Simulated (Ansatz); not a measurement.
MF2 with several metals: gap (eV) at several levels, gas phase, relaxed structures; Ansatz. HOMO and LUMO are taken over both spins. Singlets are spin-restricted. A dash marks a value that wasn't run or was left out as unsound. The structures are stationary points that may keep the symmetry of their start. Remarks come from the PBE and PBE0 runs and from stability tests at other levels; not every state was tested. HOMO above LUMO (over both spins in singlets and doublets, within one spin in higher multiplets; at PBE or PBE0), or a gap under 0.15 eV within one spin, warns that the state may not be the lowest or that an electron is smeared out.

```tsv
species	state	geometry	PBE-D4/def2-TZVP	PBE-D4/def2-TZVPD	r2SCAN-D4/def2-TZVP	PBE0-D4/def2-SVP	PBE0-D4/def2-TZVPD	remarks
NiF2	triplet	PBE-D4/def2-TZVP	0.82	0.81	1.93	5.37	5.38	–
MnF2	sextet	PBE0-D4/def2-TZVP	2.53	2.57	3.99	5.96	6.12	–
CuF2	doublet	PBE-D4/def2-TZVP	0.03	–	0.84	3.55	–	near-degenerate levels, gap within one spin near zero
CoF2	quartet	r2SCAN-D4/def2-TZVP	0.44	0.46	1.43	4.87	4.98	–
CrF2	quintet	B3LYP-D4/def2-TZVP	0.68	0.68	1.40	4.21	4.32	–
```

**Question.** Estimate the column for B3LYP-D4/def2-TZVP.

**Answer.** NiF2 4.41; MnF2 5.02; CuF2 3.08; CrF2 3.65.

Over the 3 species that have every level, the mean is 1.34 at PBE-D4/def2-TZVP, 1.35 at PBE-D4/def2-TZVPD, 2.44 at r2SCAN-D4/def2-TZVP, 4.36 at B3LYP-D4/def2-TZVP, 5.18 at PBE0-D4/def2-SVP, 5.27 at PBE0-D4/def2-TZVPD. Orbital gaps grow with the share of exact exchange and aren't one observable across functionals.
